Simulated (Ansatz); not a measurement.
Reaction (cleavage of the Si–Al bond): `[SiH3][AlH][GeH3]` + `[NH2][SbH][OH]` → `[OH][SbH][NH][SiH3]` + `[AlH2][GeH3]`

Computed with Ansatz on PBE0-D4/def2-TZVP structures; ΔE is electronic, products minus reactants. CCSD(T)/CBS adds triple-zeta CCSD(T) − MP2 to the extrapolated MP2 energy (def2 sets, frozen cores). Functionals use def2-TZVPP. B3LYP here is the variant with VWN-RPA as its local correlation; programs differ in this. Elements past krypton have def2 core potentials. For Ge, Sb outer-core shells are correlated without core-valence functions, which leaves a few kJ/mol of doubt a bond. Scalar relativity is left out up to krypton. Each species was taken in one conformer, which may not be the lowest.

**Question.** Is it downhill or uphill in electronic energy at CCSD(T)/CBS, and by how much? (Estimate.)

**Answer.** Ansatz gave: Downhill: ΔE = -0.55 eV.

**Question.** What do these levels give: PBE-D4, r2SCAN-D4, ωB97M-V, PBE, r2SCAN, PBE0, B3LYP, MP2/def2-TZVPP, SCS-MP2/def2-TZVPP, CCSD/def2-TZVPP, HF/CBS(def2), MP2/CBS(def2)? (Best estimate.)

**Answer.** The calculation gave: PBE-D4 -0.32, r2SCAN-D4 -0.46, ωB97M-V -0.59, PBE -0.29, r2SCAN -0.45, PBE0 -0.35, B3LYP -0.48, MP2/def2-TZVPP -0.66, SCS-MP2/def2-TZVPP -0.67, CCSD/def2-TZVPP -0.56, HF/CBS(def2) -0.68, MP2/CBS(def2) -0.66 eV.

Largest T1 diagnostic among the species: 0.014.

From PBE to PBE0 (25 % exact exchange), in def2-TZVPP and without D4, ΔE moves by −0.07 eV. The D4 term adds −0.06 eV with B3LYP and −0.03 eV with PBE0; it sums over pairs of atoms, weighted by their polarisabilities, and B3LYP, whose exchange is more repulsive, gets the larger term.
